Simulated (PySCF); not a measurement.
Zn(Me)(OSiH3) (CH₆OSiZn), SMILES [CH3][Zn][O][SiH3].

Coordinates come from a PBE-D3(BJ)/def2-SVP optimisation. The structure was generated by enumeration; whether it is a known compound was not checked. Other conformers were not sampled.

All values below come from TDDFT-PBE/def2-SVPD run with PySCF.

Vertical excitations. 

Computed lowest excited states:
```json
[
 {"state": "S1", "energy (eV)": "5.23", "λ (nm)": "237", "f": "0.004", "main pairs": "HOMO→LUMO 100 %"},
 {"state": "S2", "energy (eV)": "5.47", "λ (nm)": "227", "f": "0.020", "main pairs": "HOMO−1→LUMO 95 %"},
 {"state": "S3", "energy (eV)": "5.91", "λ (nm)": "210", "f": "0.003", "main pairs": "HOMO→LUMO+1 100 %"},
 {"state": "S4", "energy (eV)": "6.04", "λ (nm)": "205", "f": "0.011", "main pairs": "HOMO→LUMO+2 66 %, HOMO−1→LUMO+1 33 %"},
 {"state": "S5", "energy (eV)": "6.15", "λ (nm)": "202", "f": "0.002", "main pairs": "HOMO−1→LUMO+2 100 %"},
 {"state": "S6", "energy (eV)": "6.25", "λ (nm)": "198", "f": "0.022", "main pairs": "HOMO−1→LUMO+1 65 %, HOMO→LUMO+2 29 %"},
 {"state": "S7", "energy (eV)": "6.67", "λ (nm)": "186", "f": "0.275", "main pairs": "HOMO−2→LUMO 88 %"},
 {"state": "S8", "energy (eV)": "6.78", "λ (nm)": "183", "f": "0.003", "main pairs": "HOMO→LUMO+3 99 %"},
 {"state": "S9", "energy (eV)": "6.96", "λ (nm)": "178", "f": "0.024", "main pairs": "HOMO−1→LUMO+3 98 %"},
 {"state": "S10", "energy (eV)": "7.10", "λ (nm)": "175", "f": "0.000", "main pairs": "HOMO−3→LUMO 90 %"},
 {"state": "T1", "energy (eV)": "5.02", "λ (nm)": "247", "f": "0", "main pairs": "HOMO→LUMO 99 %"},
 {"state": "T2", "energy (eV)": "5.16", "λ (nm)": "240", "f": "0", "main pairs": "HOMO−1→LUMO 99 %"},
 {"state": "T3", "energy (eV)": "5.77", "λ (nm)": "215", "f": "0", "main pairs": "HOMO−2→LUMO 55 %, HOMO→LUMO+2 38 %"},
 {"state": "T4", "energy (eV)": "5.84", "λ (nm)": "212", "f": "0", "main pairs": "HOMO→LUMO+1 98 %"}
]
```
Triplets are in the Tamm–Dancoff approximation, which puts them higher than full response would, so one can lie above its singlet here.
